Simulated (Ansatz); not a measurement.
Z-matrix (Å, degrees):
```
C
H 1 1.0961
H 1 1.0962 2 105.33
C 1 1.5246 2 110.83 3 119.88
H 4 1.0920 1 111.28 2 -178.55
H 4 1.0920 5 107.34 1 121.96
H 4 1.0924 5 107.78 6 115.89
Si 1 1.8669 2 107.87 3 -114.98
C 8 1.6994 1 124.54 2 -124.59
H 9 1.0838 8 121.73 1 -179.98
H 9 1.0839 10 115.47 8 179.99
H 8 1.4830 9 120.85 10 -0.04
```
Charge 0, spin multiplicity 1.

These are frozen-core CCSD(T)/def2-TZVPP // PBE0-D3(BJ)/def2-TZVP in Ansatz (an electronic-structure program) values and carry that method's errors. The restricted HF reference is unstable towards unrestricted orbitals.

```yaml
HF energy: -407.19463 Ha
MP2 correlation energy: -0.64502 Ha
```

Task: Estimate the CCSD correlation energy, the (T) correction, the total energy and the T1 diagnostic.

Result: 
```json
{
  "CCSD correlation energy": "-0.69392 Ha",
  "(T) correction": "-0.02951 Ha",
  "CCSD(T) total energy": "-407.91807 Ha",
  "T1 diagnostic": "0.012"
}
```
